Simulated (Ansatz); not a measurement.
Geometry optimisation, Ansatz, RKS PBE0/def2-SVP.

input.yaml

```yaml
crystal:
  periodic: [false, false, false]
  atoms:
    - { symbol: "N", position_ang: [-0.396, 1.6035, -0.2445] }
    - { symbol: Al, position_ang: [-0.1838, -0.2445, -0.347] }
    - { symbol: "N", position_ang: [0.784, -1.1303, 1.0054] }
    - { symbol: F, position_ang: [-0.7961, -1.1729, -1.7206] }
    - { symbol: H, position_ang: [-1.0492, 1.9007, -1.0835] }
    - { symbol: H, position_ang: [-0.9959, 1.8512, 0.6096] }
    - { symbol: H, position_ang: [1.8137, -0.7447, 0.9883] }
    - { symbol: H, position_ang: [0.9155, -2.1202, 0.7364] }
basis:
  gaussian: { orbitals: def2-SVP }
hamiltonian:
  xc: pbe0
relax:
  f_tol: 0.015
  max_steps: 40
```

Launched with:

```bash
$ ansatz run input.yaml --threads 1 --pin off --max-ram 2048MiB --backend cpu --events-out ev --progress --plain --runs-dir out
```

**Question.** Where does it end, and by what steps?

**Answer.** The run converged. After 7 steps the energy has fallen by 0.965 eV; H7 moved furthest, 0.71 Å.

```tsv
step	energy less start (eV)	largest force component (eV/Å)	accepted
0	0.0000	3.016	yes
1	-0.5092	1.608	yes
2	-0.8128	1.094	yes
3	-0.9398	0.273	yes
4	-0.9634	0.080	yes
5	-0.9649	0.037	yes
6	-0.9650	0.054	yes
7	-0.9652	0.004	yes
```

```xyz
8
Properties=species:S:1:pos:R:3
N -0.656 1.404 -0.274
Al -0.189 -0.290 -0.424
N 0.890 -1.122 0.696
F -0.808 -1.160 -1.704
H -1.281 1.876 -0.916
H -0.353 2.044 0.450
H 1.332 -0.715 1.511
H 1.157 -2.094 0.605
```

Whether the end is a true minimum wasn't checked by a vibrational analysis.

Run time: 35 s on 1 thread of Intel(R) Xeon(R) Processor @ 2.70GHz, with other jobs on the host, peak memory 0.16 GiB.
